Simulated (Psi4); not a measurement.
Pair of molecules, SMILES N#N with SMILES C=C=C (the first has 2 atoms); geometry from B3LYP-D3(BJ)/def2-TZVP, rigid monomers moved along the line of their centres of mass till N1···H8 is 3.84 Å.
(charge 0, multiplicity 1):
```xyz
9

N      0.30355     1.69794     0.84836
N      0.31512     0.74418     0.31924
C     -0.19841    -2.03647     4.20926
C     -0.21495    -0.84818     4.73636
C     -0.23029     0.34408     5.25380
H     -1.10942    -2.51299     3.86587
H      0.72702    -2.58919     4.09520
H     -0.11642     1.22650     4.63422
H     -0.35719     0.49478     6.31959
```

Computed with SAPT0/jun-cc-pV(D+d)Z (Psi4).

Question: Give the four SAPT terms and the total, and say what mostly holds the pair together.

Answer: electrostatics -0.08, exchange 0.04, induction -0.01, dispersion -0.23, total -0.28 kcal/mol; the largest attraction is dispersion.
